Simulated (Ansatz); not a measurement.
```xyz
9

F    -1.909    0.523   -1.363
Ge   -1.019   -0.856   -0.836
Cl    0.369   -1.286   -2.387
O    -0.170   -0.399    0.607
Si    0.930    0.756    1.034
H    -1.970   -2.009   -0.563
H     0.229    1.885    1.693
H     1.653    1.251   -0.165
H     1.886    0.136    1.982
```

Total charge 0; spin multiplicity 1.

List the CAM-B3LYP/def2-TZVPP orbital energies in eV (the Gaussian-basis code of Ansatz). (An estimate is asked.)

The calculation gave: Occupied: -10854.32, -2764.82, -1801.69, -1358.40, -1209.38, -1209.37, -1209.35, -673.37, -523.09, -259.59, -198.65, -198.49, -198.49, -173.37, -146.18, -123.71, -123.68, -123.60, -101.55, -101.49, -101.48, -37.64, -37.38, -37.24, -37.18, -37.17, -33.80, -29.48, -25.05, -18.66, -16.59, -14.59, -14.50, -14.23, -13.15, -13.04, -12.72, -12.00, -11.20, -11.06, -10.79, -10.58. Lowest empty: 0.41, 1.14, 1.50, 2.22, 2.48, 2.64, 2.98, 3.62.
